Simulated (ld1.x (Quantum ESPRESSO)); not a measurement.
Zn: what ld1.x (Quantum ESPRESSO) 7.5 does with a changed input

Command:

```bash
ld1.x < Zn.in > Zn.out
```

Input:

```
&input
   title='Zn', zed=30., rel=2, dft='PBESOL', iswitch=3,
   config='[Ar] 3d9 4s0 4p0 4f-2', rel_dist='average',
   nld=7, rlderiv=2.40, eminld=-6.0, emaxld=5.0, deld=0.02
 /
 &inputp
   pseudotype=2, tm=.true., lloc=0,
   nlcc=.true., rcore=0.80,
   file_pseudopw='Zn.UPF', file_wfcaegen='ae.wfc', file_wfcncgen='nc.wfc', file_beta='beta', file_chi='chi'
 /
4
4P  2  1   0.00   0.00  2.20  2.20  0.0
3D  4  2   9.00   0.00  1.45  1.45  0.0
4F  4  3  -2.00  -0.10  1.75  1.75  0.0
4S  1  0   0.00   0.00  1.85  1.85  0.0
 &test
   configts(1)='3d9 4s0 4p0'
 /
```

This is an input that runs to its end, with one change: pseudo principal number of 3D raised by one.

**Question.** How does the run end?

**Answer.** The program runs through. The occupied levels of the test differ from the all-electron ones by at most 0.00001 Ry (unchanged input: 0.00001 Ry).

```

     Etot =   -3584.280738 Ry,   -1792.140369 Ha,  -48766.623794 eV
     Etotps =  -130.775194 Ry,     -65.387597 Ha,   -1779.287154 eV

     Ekin =     152.773178 Ry,      76.386589 Ha,    2078.584976 eV
     Encl =    -145.883321 Ry,     -72.941661 Ha,   -1984.843702 eV
     Ehrt =      85.153577 Ry,      42.576789 Ha,    1158.573440 eV
     Ecxc =     -36.277043 Ry,     -18.138521 Ha,    -493.574308 eV
     (Ecc =     -14.468806 Ry,      -7.234403 Ha,    -196.858130 eV)
     Epseu=    -186.541585 Ry,     -93.270792 Ha,   -2538.027559 eV

     ---------------------- End of pseudopotential test ----------------------
```
